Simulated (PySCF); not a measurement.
A structure optimised at PBE0-D3(BJ)/def2-SVP, used in a PySCF frequency run:

```xyz
7

Si     0.4966     0.6199     0.0000
F     -0.8533     1.5200     0.0000
C      0.0362    -1.1473     0.0000
C     -0.2520    -2.3293     0.0000
H      1.2653     0.9378    -1.2303
H      1.2653     0.9378     1.2303
H     -0.5088    -3.3744     0.0000
```
Charge 0, spin multiplicity 1.

Task: Write its SMILES, formula and point group.

Result: C#C[SiH2]F, C2H3FSi, Cs

Task: What are its rotational constants (standard atomic weights)?

Result: 18.209, 3.3236, 2.9093 GHz
